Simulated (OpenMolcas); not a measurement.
# Tl+: effect of the active space

| Quantity | Value |
| --- | --- |
| Program | OpenMolcas |
| Method | MS-CASPT2, IPEA 0.25 Eh, imaginary shift 0.1 Eh |
| Basis | ANO-RCC-VQZP |
| Scalar Hamiltonian | DKH2, point nucleus |
| Spin-orbit coupling | state interaction with AMFI integrals over the reference wave functions, term energies averaged over their components |

A. 2 electrons in 4 orbitals (6s 6p); 2S+1 = 3 even, 3 roots; 2S+1 = 1 even, 7 roots; 2S+1 = 3 odd, 3 roots; 2S+1 = 1 odd, 3 roots; closed shells correlated: 5d; CASPT2 step about 7 core-seconds
B. 2 electrons in 8 orbitals (6s 6p 7s 7p); 2S+1 = 3 even, 3 roots; 2S+1 = 1 even, 7 roots; 2S+1 = 3 odd, 3 roots; 2S+1 = 1 odd, 3 roots; closed shells correlated: 5d; CASPT2 step roughly 11 core-seconds

Energies in cm-1 above 6s2 1S0, the measured ground level; measured values from NIST Handbook of Basic Atomic Spectroscopic Data.

```
      Level      A      B  Measured
    6s2 1S0    0.0    0.0       0.0
6s 6p 3P* 0  50220  49700     49451
6s 6p 3P* 1  53000  52440     52394
6s 6p 3P* 2  60460  59910     61728
6s 6p 1P* 1  74560  73690     75663
```

Deviations, from unrounded energies. A percentage is the sum of absolute deviations over the sum of measured energies, with the sign that they share, or ± where signs differ.

```csv
Against measurement,Levels,A,B
mean absolute deviation (cm-1),4,940,1000
other configurations (%),4,±1.6,±1.7
```

A lies closest to measurement on these levels. The largest miss of A in the table is 6s 6p 3P* 2, by -1300 cm-1. The ranking rests on the paired levels alone, and a cruder setting can come out closer through cancelling errors.

Between A and B the level of the table that moves most is 6s 6p 1P* 1, by 860 cm-1 (lowest in B, highest in A). Moves below CASPT2's spread within the term are not significant.

Over all roots computed the reference weight is 0.86 to 0.93 in A, 0.85 to 0.93 in B; the roots of lowest weight are the least certain, and an intruder state may touch them. Spin-orbit splittings of 6p shells tend to come out small when the coupling is added on scalar orbitals. The run also gave levels led by 6s 7s, which use shells meant for correlation; these and all levels above them are left out (holds for B). Computed and measured levels are paired by configuration, term and J; levels that our copy of the source lacks, or whose pairing is in doubt (as where it misses far off the trend of its configuration), stay unpaired and out of the deviations. Only configurations of the active space appear. The table leaves out levels that lie high or whose names do not pair safely across all columns.

* marks odd parity.
